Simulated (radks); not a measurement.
All-electron atom: the ytterbium ion Yb24+ in [Kr] 4d10.

Method: Dirac Kohn-Sham, PBE, spin-unpolarised, spherical densities, point nucleus; computed with a radial shooting solver on a logarithmic mesh with Libxc functionals.

Energy parts (eV):
total: -376500.79
kinetic: 419163.21
electron-nucleus: -898921.61
Hartree: 110471.50
exchange-correlation: -7213.88

Orbitals (lengths in bohr, moments of r in powers of bohr):
| orbital | occ. | eigenvalue (eV) | <r^2> |
|---|---|---|---|
| 1s1/2 | 2 | -61916.88 | 0.0005298 |
| 2s1/2 | 2 | -11112.04 | 0.008157 |
| 2p1/2 | 2 | -10630.53 | 0.005866 |
| 2p3/2 | 4 | -9584.434 | 0.007081 |
| 3s1/2 | 2 | -3097.845 | 0.05332 |
| 3p1/2 | 2 | -2886.636 | 0.04920 |
| 3p3/2 | 4 | -2663.427 | 0.05579 |
| 3d3/2 | 4 | -2304.984 | 0.04370 |
| 3d5/2 | 6 | -2256.386 | 0.04551 |
| 4s1/2 | 2 | -1163.841 | 0.2410 |
| 4p1/2 | 2 | -1076.380 | 0.2447 |
| 4p3/2 | 4 | -1017.038 | 0.2706 |
| 4d3/2 | 4 | -872.4843 | 0.2750 |
| 4d5/2 | 6 | -860.4573 | 0.2829 |

The highest occupied level is 4d5/2 at -860.46 eV. Summed over all electrons, <r^2> = 5.784 bohr^2, which gives a Langevin (diamagnetic) susceptibility term of -4.58 x 10^-6 cm^3/mol. For comparison, the ionisation energy in NIST's Atomic Spectra Database is 882 eV (theoretical). In exact Kohn-Sham theory the highest level is minus the ionisation energy, but local and semilocal functionals leave it too shallow, through self-interaction and a potential that decays too fast; potentials with the right tail come closer. The density falls to 0.001 e/bohr^3 at r = 1.35 bohr.
